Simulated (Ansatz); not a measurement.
**Worked example: the barrier**

An elementary step of Si₂NH₁₁O, closed shell (Si₂H₆ ([SiH3][SiH3]) + H₂O + NH₃ → Si₂H₆O ([OH][SiH2][SiH3]) + NH₃ + H₂; bonds formed: Si1–O7, H2–H8, H6–N9; bonds broken: Si1–H2, H6–O7, H8–N9). “Start” is the structure reached by relaxing down from the saddle towards the reactants; PBE0-D4/def2-TZVP structures. The saddle:

```csv
atom,x (Å),y (Å),z (Å)
Si1,-0.3591,-0.1020,-1.1733
H2,0.3744,-1.0514,-0.0603
H3,-1.2281,0.8987,-1.9697
H4,-0.4132,-1.2443,-2.1419
Si5,1.6921,1.0385,-1.3110
H6,-1.2297,-0.3291,1.4292
O7,-1.5679,0.0965,0.1344
H8,0.1207,-1.1802,1.4312
N9,-0.5724,-0.8690,2.1649
H10,1.8568,1.8496,-0.0580
H11,2.8493,0.0919,-1.3206
H12,1.8730,1.9976,-2.4428
H13,-2.2415,0.7232,-0.1462
H14,-0.1368,-0.2599,2.8482
H15,-1.0175,-1.6602,2.6156
```

Program: Ansatz 0.2.0. Basis: def2-TZVPP and def2-QZVPP. Cores are frozen in the correlated methods.

Energies in eV:

| quantity | saddle | start |
| --- | --- | --- |
| Hartree–Fock, triple zeta (X = 3) | -19417.69612 | -19419.55234 |
| Hartree–Fock, quadruple zeta (X = 4) | -19418.37070 | -19420.22032 |
| MP2 correlation, X = 3 | -21.60257 | -21.02791 |
| MP2 correlation, X = 4 | -23.16811 | -22.58420 |
| CCSD(T) correlation, X = 3 | -24.06251 | -23.54727 |

Q: Work out the barrier at the basis limit: extrapolate Hartree–Fock as E(X) = E∞ + A exp(−7.88 √X) and the MP2 correlation as E(X) = E∞ + B X^−2.97 (the exponents that Neese and Valeev fitted for def2-TZVPP and QZVPP), then add CCSD(T) − MP2 in triple zeta.

A: Each step is linear, so take the differences first (saddle − start): Hartree–Fock 1.85622 (X = 3) and 1.84962 (X = 4); MP2 correlation -0.57466 and -0.58391; CCSD(T) correlation -0.51524.
Two points give E∞ = E(4) + w [E(4) − E(3)], with w = 1/(exp(7.88 (2 − √3)) − 1) = 0.1377 for Hartree–Fock and w = 1/((4/3)^2.97 − 1) = 0.7407 for the correlation.
Hartree–Fock: 1.84962 + 0.1377 × (-0.00660) = 1.8487 eV.
MP2 correlation: -0.58391 + 0.7407 × (-0.00925) = -0.5908 eV.
CCSD(T) − MP2: -0.51524 − (-0.57466) = 0.0594 eV.
Sum: 1.8487 + (-0.5908) + 0.0594 = 1.3173 eV, or 30.38 kcal/mol. Plain CCSD(T) in triple zeta gives 1.3410 eV, so the larger basis shifts the result by -0.0237 eV.

No T1 diagnostic of these runs exceeds 0.013.

Labels in which every atom is bracketed show which atoms are joined, not bond orders.

For scale, one of the runs: CCSD(T)/def2-TZVPP, 300 basis functions, launched by `ansatz run in.yaml --threads 8 --pin off --events-out ev --progress --plain --max-ram 19148MiB`. Hardware: 8 CPU threads of an Arm Neoverse V2, shared host. Wall time 2.4 min; peak host memory 9.9 GiB.
